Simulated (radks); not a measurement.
Results of a calculation; reference values are marked as such.
Mn XIII, 13 electrons, occupied as [Ne] 3s2 3p1.

Code: a radial shooting solver on a logarithmic mesh with Libxc functionals. Model: Dirac Kohn-Sham, PBE, spin-unpolarised, spherical densities, finite nucleus; open shells fill j = l - 1/2 first; Fermi nuclear charge, rms radius 3.7057 fm.

Energy parts (eV):
total: -29863.847
kinetic: 30280.097
electron-nucleus: -66663.992
Hartree: 7664.954
exchange-correlation: -1144.905

Orbitals (lengths in bohr, moments of r in powers of bohr):
| orbital | occ. | eigenvalue (eV) | <r^4> | <r^2> |
|---|---|---|---|---|
| 1s1/2 | 2 | -6774.860 | 0.00006390 | 0.004985 |
| 2s1/2 | 2 | -1075.745 | 0.01408 | 0.09022 |
| 2p1/2 | 2 | -971.5681 | 0.01043 | 0.07197 |
| 2p3/2 | 4 | -960.9136 | 0.01084 | 0.07353 |
| 3s1/2 | 2 | -359.3681 | 0.5452 | 0.6073 |
| 3p1/2 | 1 | -327.5068 | 0.5645 | 0.6070 |
| 3p3/2 | 0 | -325.4566 | 0.5781 | 0.6146 |

The highest occupied level is 3p1/2 at -327.51 eV. The electron density at the nucleus is 1.325e+04 e/bohr^3.
